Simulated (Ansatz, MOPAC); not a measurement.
Molecule: C3H7O2 (charge +1, singlet). SMILES: C[OH+]C(=O)C

Atoms: C1, C2, O3, O4, C5, H6, H7, H8, H9, H10, H11, H12. Bonds: C1-C2, C1-H6, C1-H7, C1-H8, C2-O3, O4-C5, O4-H12, C5-H9, C5-H10, C5-H11.

Bond lengths (Å) and angles (degrees) optimised at AM1 with MOPAC; HF/STO-3G with Ansatz (a quantum-chemistry and plane-wave program); HF/6-31G* with Ansatz; PBE/6-31G* with Ansatz; B3LYP/6-31G* with Ansatz; MP2/6-31G* with Ansatz, each started from the B3LYP-D3(BJ)/def2-TZVP structure (Ansatz) of the last column. A row stands for all coordinates that are equal there; 13 of 24 kinds are shown. 6-31G* holds six Cartesian d functions. No wavenumbers were computed at HF/STO-3G, PBE/6-31G*, MP2/6-31G*, so these may be saddle points.

```csv
coordinate,AM1,HF/STO-3G,HF/6-31G*,PBE/6-31G*,B3LYP/6-31G*,MP2/6-31G*,B3LYP-D3(BJ)/def2-TZVP
C1-C2,1.463,1.529,1.490,1.474,1.478,1.475,1.466
C1-H6,1.127,1.088,1.080,1.101,1.093,1.092,1.089
C1-H7,1.121,1.089,1.084,1.104,1.095,1.093,1.091
C1-H8,1.125,1.089,1.084,1.105,1.096,1.094,1.092
C2-O3,1.194,1.190,1.146,1.169,1.159,1.166,1.144
O4-C5,1.470,1.471,1.493,1.482,1.483,1.481,1.474
O4-H12,0.985,0.988,0.958,0.986,0.978,0.983,0.971
C5-H9,1.118,1.093,1.073,1.097,1.088,1.086,1.085
C1-C2-O3,144.1,136.2,135.9,141.1,140.3,142.3,142.7
C2-C1-H6,108.3,107.4,107.6,108.0,107.8,107.8,107.8
C2-C1-H7,112.3,109.8,110.1,110.1,110.0,109.3,109.7
C2-C1-H8,109.2,110.2,110.2,110.6,110.4,110.0,109.9
C5-O4-H12,109.5,114.1,115.9,111.3,113.0,111.2,112.6
```

Mean signed difference of all 10 bond lengths from B3LYP-D3(BJ)/def2-TZVP: AM1 0.025 Å, HF/STO-3G 0.014 Å, HF/6-31G* -0.003 Å, PBE/6-31G* 0.013 Å, B3LYP/6-31G* 0.007 Å, MP2/6-31G* 0.006 Å.
